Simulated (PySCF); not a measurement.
A geometry optimisation, step by step.

Compound: [CuF3Cl]2- (charge -2 and doublet state).
Bonds: Cu1–F2, Cu1–F3, Cu1–F4, Cu1–Cl5.
The ion is multiply charged and has no counter-ions or solvent; whether it holds all its electrons wasn't checked.

Method: PBE0-D3(BJ)/def2-SVP geometry optimisation, gas phase in PySCF; unrestricted, density fitting, grid level 1; the optimiser is geomeTRIC in internal coordinates, started from a GFN2-xTB structure with every atom displaced at random (about 0.03 Å). The frame can shift and turn from step to step; on so coarse a grid that alone can change the energy by a few meV, and forces under 0.02 eV/Å are noise.

Step 0: E = -65278.8131 eV, largest atomic force 2.947 eV/Å
```
atom  x, y, z in Å  |  force x, y, z in eV/Å
Cu1     0.061   -0.037    0.092   -0.874   2.784  -0.416
F2      1.670    0.060    0.825    2.153   0.084   0.801
F3     -0.038    1.673   -0.936    0.191  -0.187   0.189
F4     -1.586    0.117    0.823   -1.439  -0.001   0.646
Cl5    -0.032   -1.924   -0.866   -0.032  -2.680  -1.220
```

Step 1: E = -65279.2717 eV, largest atomic force 1.816 eV/Å
```
atom  x, y, z in Å  |  force x, y, z in eV/Å
Cu1     0.040   -0.002    0.085   -0.363   1.776  -0.117
F2      1.739    0.087    0.820    0.545  -0.033   0.163
F3     -0.019    1.699   -0.925    0.105  -0.406   0.298
F4     -1.662    0.125    0.854   -0.296  -0.087   0.146
Cl5    -0.024   -2.019   -0.896    0.010  -1.249  -0.489
```

Step 2: E = -65279.4197 eV, largest atomic force 0.874 eV/Å
```
atom  x, y, z in Å  |  force x, y, z in eV/Å
Cu1     0.021    0.044    0.070   -0.076   0.863   0.111
F2      1.767    0.107    0.800   -0.006  -0.043  -0.036
F3     -0.002    1.706   -0.897    0.019  -0.210   0.159
F4     -1.701    0.124    0.865    0.060  -0.054  -0.051
Cl5    -0.010   -2.093   -0.899    0.003  -0.556  -0.184
```

Step 3: E = -65279.4570 eV, largest atomic force 0.366 eV/Å
```
atom  x, y, z in Å  |  force x, y, z in eV/Å
Cu1     0.012    0.080    0.061    0.063   0.195   0.304
F2      1.776    0.116    0.781   -0.170  -0.022  -0.089
F3      0.005    1.713   -0.871   -0.019   0.081  -0.033
F4     -1.717    0.124    0.857    0.136  -0.015  -0.102
Cl5    -0.001   -2.144   -0.890   -0.010  -0.238  -0.080
```

Step 4: E = -65279.4657 eV, largest atomic force 0.290 eV/Å
```
atom  x, y, z in Å  |  force x, y, z in eV/Å
Cu1     0.011    0.093    0.062    0.081   0.046   0.274
F2      1.776    0.117    0.774   -0.156  -0.009  -0.086
F3      0.004    1.727   -0.862   -0.019   0.089  -0.051
F4     -1.717    0.123    0.846    0.103  -0.003  -0.088
Cl5     0.000   -2.170   -0.883   -0.009  -0.123  -0.050
```

Step 5: E = -65279.4724 eV, largest atomic force 0.143 eV/Å
```
atom  x, y, z in Å  |  force x, y, z in eV/Å
Cu1     0.014    0.107    0.071    0.061  -0.015   0.128
F2      1.773    0.117    0.764   -0.065   0.006  -0.052
F3      0.000    1.748   -0.852   -0.007   0.015  -0.021
F4     -1.713    0.120    0.827    0.012   0.006  -0.037
Cl5     0.000   -2.202   -0.873   -0.001  -0.011  -0.018
```

Step 6: E = -65279.4730 eV, largest atomic force 0.058 eV/Å
```
atom  x, y, z in Å  |  force x, y, z in eV/Å
Cu1     0.016    0.110    0.079    0.029  -0.013   0.048
F2      1.773    0.120    0.759   -0.012   0.006  -0.024
F3     -0.003    1.752   -0.848   -0.002  -0.005  -0.006
F4     -1.714    0.118    0.819   -0.018   0.003  -0.011
Cl5     0.003   -2.210   -0.872    0.002   0.010  -0.006
```

Step 7: E = -65279.4729 eV, largest atomic force under 0.02 eV/Å
```
atom  x, y, z in Å  |  force x, y, z in eV/Å
Cu1     0.016    0.110    0.085    0.005  -0.007   0.008
F2      1.774    0.123    0.755    0.009   0.003  -0.007
F3     -0.005    1.751   -0.846    0.000  -0.005  -0.001
F4     -1.716    0.117    0.816   -0.016   0.000  -0.001
Cl5     0.006   -2.211   -0.873    0.002   0.009   0.001
```

Step 8: E = -65279.4728 eV, largest atomic force under 0.02 eV/Å
```
atom  x, y, z in Å  |  force x, y, z in eV/Å
Cu1     0.016    0.110    0.087   -0.003  -0.004  -0.002
F2      1.775    0.125    0.754    0.007   0.001  -0.002
F3     -0.007    1.749   -0.845   -0.001  -0.001   0.000
F4     -1.718    0.115    0.815   -0.005  -0.001   0.000
Cl5     0.008   -2.210   -0.873    0.001   0.005   0.003
```

Step 9: E = -65279.4729 eV, largest atomic force under 0.02 eV/Å
```
atom  x, y, z in Å  |  force x, y, z in eV/Å
Cu1     0.016    0.110    0.086    0.003  -0.007   0.006
F2      1.775    0.124    0.755    0.006   0.003  -0.005
F3     -0.006    1.750   -0.846   -0.001  -0.002  -0.001
F4     -1.717    0.116    0.815   -0.010  -0.001  -0.001
Cl5     0.006   -2.210   -0.873    0.002   0.007   0.002
```

Q: Summarise the path.

A: The energy falls by 0.6598 eV from step 0 to step 9; nine tenths of that is first reached at step 2. It never rises by more than 0.2 meV. The largest force goes from 2.947 to under 0.02 eV/Å. Among the bonds Cu1–Cl5 changes most, from 2.118 to 2.510 Å; the atoms move by 0.177 Å rms after alignment.

Q: Follow the three bonds and two angles with the largest change from start to end.

A: 
```
step  E above end (eV)  largest force (eV/Å)  Cu1–Cl5 (Å)  Cu1–F3 (Å)  Cu1–F2 (Å)  F2–Cu1–Cl5 (°)  F3–Cu1–Cl5 (°)
   0            0.6598                 2.947        2.118       1.997       1.771           106.0           121.9
   1            0.2011                 1.816        2.244       1.979       1.854           104.1           123.3
   2            0.0531                 0.874        2.347       1.923       1.893           101.6           125.4
   3            0.0158                 0.366        2.419       1.880       1.906            99.8           127.1
   4            0.0072                 0.290        2.452       1.877       1.903            99.2           127.8
   5            0.0005                 0.143        2.495       1.883       1.891            98.6           128.4
   6           -0.0001                 0.058        2.507       1.886       1.884            98.4           128.3
   7            0.0000            under 0.02        2.511       1.887       1.881            98.4           128.0
   8            0.0001            under 0.02        2.510       1.887       1.881            98.4           127.9
   9            0.0000            under 0.02        2.510       1.886       1.881            98.4           127.9
```

What follows is the cost of the whole optimisation. The run took 78 s of wall time on one thread of an Arm Neoverse V1, shared host, and the process peaked at 0.38 GiB of memory.
